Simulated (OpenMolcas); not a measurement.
# Te+: effect of the basis set

| Property | Result |
| --- | --- |
| Program | OpenMolcas |
| Method | SS-CASPT2, IPEA 0.25 Eh, imaginary shift 0.1 Eh (closed shells correlated: 4d 5s) |
| Active space | 3 electrons in 3 orbitals (5p) |
| State averaging | 2S+1 = 4 odd, 1 root; 2S+1 = 2 odd, 8 roots |
| Spin-orbit coupling | RASSI with atomic mean-field integrals over the reference wave functions, term energies averaged over their components |

A. ANO-R1 [6s5p3d1f], X2C, finite nucleus; CASPT2 step of the order of 0.9 core-seconds
B. ANO-RCC-VDZP [6s5p3d1f], DKH2, point nucleus; CASPT2 step about 1.2 core-seconds
C. ANO-RCC-VTZP [7s6p4d2f1g], DKH2, point nucleus; CASPT2 step of the order of 1.1 core-seconds
D. ANO-R2 [7s6p4d2f1g], X2C, finite nucleus; CASPT2 step about 1.4 core-seconds
E. ANO-RCC-VQZP [8s7p5d3f2g], DKH2, point nucleus; CASPT2 step roughly 2.9 core-seconds
F. ANO-R3 [8s7p5d4f3g2h], X2C, finite nucleus; CASPT2 step roughly 7 core-seconds

Energies in cm⁻¹ above 5s² 5p³ ⁴S°_3/2, the measured ground level; measured values from NIST Handbook of Basic Atomic Spectroscopic Data.

| Level | A | B | C | D | E | F | Measured |
| --- | --- | --- | --- | --- | --- | --- | --- |
| 5s² 5p³ ⁴S°_3/2 | 0.0 | 0.0 | 0.0 | 0.0 | 0.0 | 0.0 | 0.0 |
| 5s² 5p³ ²D°_3/2 | 13180 | 12960 | 11330 | 11480 | 10900 | 10700 | 10222 |
| 5s² 5p³ ²D°_5/2 | 15020 | 14940 | 13120 | 13280 | 12710 | 12550 | 12422 |
| 5s² 5p³ ²P°_1/2 | 24000 | 23740 | 21990 | 22100 | 21430 | 21020 | 20547 |
| 5s² 5p³ ²P°_3/2 | 26680 | 26640 | 24660 | 24770 | 24150 | 23810 | 24032 |

Deviations, from unrounded energies. A percentage is the sum of absolute deviations over the sum of measured energies, with the sign that they share, or ± where signs differ.

```
                        Against measurement  Levels      A      B     C     D     E     F
             mean absolute deviation (cm-1)       4   2900   2800   970  1100   490   330
other terms of the ground configuration (%)       4  +17.3  +16.4  +5.8  +6.6  +2.9  ±1.9
```

F lies closest to measurement on these levels and A furthest from it. The largest miss of F in the table is 5s² 5p³ ²D°_3/2, by +480 cm-1. The ranking rests on the paired levels alone, and a cruder setting can come out closer through cancelling errors.

Among A to F the level of the table that moves most is 5s² 5p³ ²P°_1/2, by 3000 cm-1 (lowest in F, highest in A). Moves below CASPT2's spread within the term are not significant.

CASPT2 breaks the degeneracy within a term, and the mean is taken; among the terms shown or strongly mixed into the levels shown the widest spread is 170 cm-1 (5s² 5p³ ²D°, D). With the s shell closed, the reference lacks s² → p² mixing. Some terms miss by over 15 % even with CASPT2, which points to a basis or an active space too small for the shells correlated (holds for A; B). Computed and measured levels are paired by configuration, term and J; levels that our copy of the source lacks, or whose pairing is in doubt (as where it misses far off the trend of its configuration), stay unpaired and out of the deviations. Levels of configurations outside the active space are missing.

° marks odd parity.
